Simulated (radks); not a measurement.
Values are calculated unless marked as measured or tabulated.
Ionisation of the thulium ion Tm2+, [Xe] 4f13, to Tm3+, [Xe] 4f12, under several functionals. Dirac Kohn-Sham, spin-unpolarised, spherical densities, finite nucleus; open shells fill j = l - 1/2 first; a radial shooting solver on a logarithmic mesh with Libxc functionals.

functional,E(Tm2+) (hartree),Exc (hartree),IE (eV),-e(HOMO) (eV),<r> HOMO (bohr),IE error (eV)
AM05,-13571.8919,-278.3744,25.825,17.019,0.8083,+2.165
HCTH/407,-13588.1342,-295.0586,26.682,17.736,0.7998,+3.022
PW91,-13581.4963,-288.0672,25.851,17.073,0.8096,+2.191
exchange-only B88,-13577.2754,-283.7868,24.442,15.752,0.8131,+0.782
Wu-Cohen GGA,-13578.9870,-285.5350,25.795,17.003,0.8090,+2.135
SOGGA,-13575.2189,-281.7258,25.679,16.892,0.8092,+2.019
"LDA (Slater exchange, Perdew-Zunger correlation)",-13571.5535,-278.0273,26.090,17.293,0.8086,+2.430
XLYP,-13581.7537,-288.3047,25.644,16.907,0.8117,+1.984
OLYP,-13585.0042,-291.7670,26.106,17.241,0.8052,+2.446

NIST Atomic Spectra Database: 23.66 eV (semi-empirical). Closest: exchange-only B88. The Delta-SCF values span 2.24 eV, the total energies 16.58 hartree. The highest occupied level is 4f7/2. Spin polarisation and multiplet splitting are left out, so open shells lie too high by an amount that depends on their filling.

Beside tabulated values, note that spin-unpolarised runs miss the spin-polarisation part of the exchange energy of open shells.
